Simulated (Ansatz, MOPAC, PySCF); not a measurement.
Species: CaCl, net charge 0, doublet state. SMILES: [Cl][Ca]
Geometry: optimised at B3LYP-D3(BJ)/def2-TZVP (Ansatz, an electronic-structure program).

Quantity: vertical electron affinity to the singlet, in eV. Set-up: six Cartesian d functions in 6-31G* and its kin unless marked 5d; LANL2DZ with its own core potentials from Na on; UHF or UKS for open shells; each state is the SCF solution reached for its charge and spin; valence correlation only (noble-gas shells and the d and f shells of earlier blocks; the outer core of K, Ca and congeners matters and is frozen too); 6-311+G** with 5d, 6d on Na to Ar in Ansatz; non-relativistic; no spin-orbit coupling. First-principles rows: single points at B3LYP-D3(BJ) geometries (Ansatz). Semi-empirical rows: differences of heats of formation at the shared geometry for vertical values. The spin state of an ion or metal species was assumed, not searched.

| level | program | vertical electron affinity to the singlet (eV) |
|---|---|---|
| AM1 | MOPAC | 0.47 |
| HF/6-31G* | Ansatz | 0.35 |
| HF/6-31G* with LANL2DZ past Ar | Ansatz | 0.26 |
| HF/6-311+G** | Ansatz | 0.41 |
| PBE/6-31G* with LANL2DZ past Ar | Ansatz | 1.22 |
| B3LYP/6-31G* | Ansatz | 1.15 |
| B3LYP/6-31G* with LANL2DZ past Ar | Ansatz | 1.27 |
| B3LYP/6-311+G** | Ansatz | 1.22 |
| M06-2X/6-31G* with LANL2DZ past Ar (5d) | PySCF | 1.36 |
| MP2/6-31G* with LANL2DZ past Ar | Ansatz | 0.57 |
| M06-2X/def2-TZVPD | PySCF | 1.19 |

No value to compare with is used here. The 10 habitual levels span 0.26 (HF/6-31G* with LANL2DZ past Ar) to 1.36 eV (M06-2X/6-31G* with LANL2DZ past Ar (5d)); M06-2X/def2-TZVPD gives 1.19.

The levels are drawn from those run, B3LYP/6-31G* more often than the rest, none by its result; runs whose electronic state is in doubt are left out.
